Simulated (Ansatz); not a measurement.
Total energies of CH7HfNO3 (`C[NH][Hf]([OH])([OH])[OH]`).

Cartesian coordinates in Å:
```
C -0.5548 -1.2968 1.5885
N 0.2431 -1.0266 0.4112
Hf 0.3042 0.6627 -0.7245
O -1.0985 0.6419 -2.0745
O 2.0324 0.6564 -1.6019
O -0.0246 2.1480 0.4784
H -1.1526 -0.4176 1.8450
H -1.2539 -2.1307 1.4435
H 0.0607 -1.5270 2.4672
H 0.8468 -1.8077 0.1895
H -1.8238 0.1604 -2.4602
H 2.6552 0.8929 -2.2808
H -0.2341 3.0439 0.7188
```

Total charge 0; spin multiplicity 1. Correlated methods include outer-core shells of Hf, which these sets cover unevenly. Hf: def2 effective core potential. The structure was optimised at the PBE0-D4/def2-TZVP level. It is one conformer, not always the lowest. Basis def2-TZVPP, Ansatz.

RPA on PBE orbitals: Hartree–Fock energy of these orbitals -368.76331 Eh, correlation -2.20923 Eh (frozen core).

```
             functional  energy without D4 (Eh)  D4 term (kJ/mol)
            LDA (SPW92)              -368.58458                 –
                    PBE              -370.80599             -23.2
                 revPBE              -371.08961             -62.5
                   BLYP              -371.05409             -48.5
                 B97M-V              -371.07436                 –
                  B3LYP              -371.17424             -36.8
                r2SCAN0              -370.91396              -7.3
HSE06 (plane-wave form)              -370.76066             -18.8
              CAM-B3LYP              -370.99422             -20.5
                LC-ωPBE              -370.98323                 –
                ωB97X-V              -371.01778                 –
                ωB97M-V              -370.95752                 –
                 B2PLYP              -370.82460                 –
               PBE-QIDH              -370.65919                 –
```

Q: Give the same for r2SCAN, PBE0, r2SCANh, BHLYP. (Estimate.)

A: The calculation gave: 
```tsv
functional	energy without D4 (Eh)	D4 term (kJ/mol)
r2SCAN	-371.00723	-6.2
PBE0	-370.77746	-20.0
r2SCANh	-370.96915	-6.6
BHLYP	-370.87397	-30.1
```

B3LYP takes the VWN-RPA correlation (the form of Gaussian; ORCA's B3LYP/G). HSE06 is the plane-wave form, built on full-range PBE exchange. The double hybrids freeze the cores in their second-order part.

LC-ωPBE has ω = 0.4 bohr⁻¹.
